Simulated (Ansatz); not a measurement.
# Relative stability

The two ends of one reaction step of GeHBrCl2, closed shell (PBE0-D4/def2-TZVP).

A:

```tsv
atom	x (Å)	y (Å)	z (Å)
Ge1	1.2312	-0.0619	-0.7522
Cl2	1.2748	-0.0012	1.4635
Cl3	0.4201	-2.0791	-1.0299
H4	-1.3365	0.9167	0.8438
Br5	-1.5895	1.2255	-0.5253
```

B:

```json
{"atom": "Ge1", "x (Å)": "0.7901", "y (Å)": "0.1037", "z (Å)": "-1.1496"}
{"atom": "Cl2", "x (Å)": "0.7550", "y (Å)": "0.2980", "z (Å)": "1.8061"}
{"atom": "Cl3", "x (Å)": "0.3307", "y (Å)": "-2.0338", "z (Å)": "-1.1493"}
{"atom": "H4", "x (Å)": "-0.4458", "y (Å)": "0.6482", "z (Å)": "1.4923"}
{"atom": "Br5", "x (Å)": "-1.4299", "y (Å)": "0.9838", "z (Å)": "-0.9997"}
```

Ansatz 0.2.0; basis: def2-TZVPP; cores frozen in the correlated methods. Filled d shells of the heavier atoms are correlated. The def2 sets are not built for correlating such inner shells, so the correlated values are less sure here. B3LYP uses VWN-RPA correlation.

**Question.** Which structure is lower at CCSD(T), and by how much? (Judge from chemistry; the value comes from the calculation.)

**Answer.** By the calculation: B, by 7.4 kJ/mol (electronic energy, against the other). By their contacts, A is a complex of GeCl₂ + HBr and B is a complex of GeBrCl + HCl.

All methods give the same order:

```csv
method,E(B) − E(A) (kJ/mol)
SPW92,-11.2
PBE-D4,-10.5
BLYP-D4,-9.6
r2SCAN-D4,-9.1
B97M-V,-5.0
PBE0-D4,-10.2
B3LYP-D4,-9.4
r2SCAN0-D4,-9.5
BHLYP-D4,-9.2
CAM-B3LYP-D4,-7.5
wB97X-V,-6.9
wB97M-V,-8.0
B2PLYP,-8.7
PBE-QIDH,-9.4
RPA on PBE,-6.0
HF,-7.0
MP2,-8.3
CCSD,-6.9
CCSD(T),-7.4
```

No T1 diagnostic of these runs exceeds 0.011.

For scale, one of the runs: CCSD(T)/def2-TZVPP, 194 basis functions (an equivalent command: `ansatz run in.yaml --threads 4`). Hardware: 4 CPU threads, shared host. Wall time 74 s; peak host memory 2.2 GiB.
